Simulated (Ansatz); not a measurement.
Relaxation of C$_{3}$H$_{9}$FSSi (15 atoms, charge 0, multiplicity 1), to a largest force component of 0.02 eV/Å in at most 40 steps.

All numbers below come from RKS B3LYP-D4/STO-3G (Ansatz).

```xyz
15
Properties=species:S:1:pos:R:3:forces:R:3
C -1.091 -1.936 -1.204 -1.59 4.02 -1.31
Si 0.163 -1.650 0.073 1.41 -2.03 1.94
C 0.684 0.121 0.207 1.48 -0.01 -0.37
S -0.599 1.161 0.778 -4.79 -0.97 0.89
C 0.168 2.742 0.766 -0.63 1.44 1.31
F 1.342 2.670 1.454 2.87 0.24 1.42
H -2.033 -1.356 -0.956 1.02 -0.66 -0.22
H -0.763 -1.511 -2.198 -0.29 -0.89 0.93
H -1.385 -2.935 -1.281 -0.41 -2.39 -0.48
H 1.346 -2.475 -0.275 -0.58 0.62 0.24
H -0.324 -2.170 1.402 0.39 0.66 -1.20
H 1.091 0.498 -0.729 0.21 -0.08 -0.68
H 1.486 0.222 0.928 0.91 -0.35 0.34
H -0.481 3.510 1.298 -0.19 -0.57 -0.77
H 0.373 3.060 -0.234 0.20 0.97 -2.02
```

Q: Where does it end, and by what steps?

A: The run converged. The force dipped under the threshold on the way, but the program's further checks kept it going. Limits of this set-up: minimal basis. After 12 steps the energy has fallen by 0.807 eV; F6 moved furthest, 0.47 Å.

```tsv
step	energy less start (eV)	largest force component (eV/Å)	accepted
0	0.0000	4.791	yes
1	-0.7257	1.244	yes
2	-0.7909	0.320	yes
3	-0.7998	0.126	yes
4	-0.8027	0.054	yes
5	-0.8043	0.035	yes
6	-0.8038	0.243	no
7	-0.8041	0.169	no
8	-0.8053	0.021	yes
9	-0.8059	0.112	yes
10	-0.8065	0.036	yes
11	-0.8066	0.018	yes
12	-0.8067	0.012	yes
```

```xyz
15
Properties=species:S:1:pos:R:3
C -1.177 -1.898 -1.169
Si 0.241 -1.702 0.041
C 0.718 0.115 0.198
S -0.702 1.142 0.738
C 0.190 2.753 0.807
F 1.137 2.825 1.849
H -2.050 -1.315 -0.850
H -0.896 -1.553 -2.172
H -1.488 -2.947 -1.252
H 1.392 -2.446 -0.419
H -0.147 -2.209 1.338
H 1.098 0.482 -0.771
H 1.546 0.216 0.919
H -0.589 3.544 0.941
H 0.704 2.944 -0.169
```

Whether the end is a true minimum wasn't checked by a vibrational analysis.

Run time: 33 s on 1 thread of Intel(R) Xeon(R) 6975P-C (Granite Rapids), with other jobs on the host, peak memory 0.17 GiB.
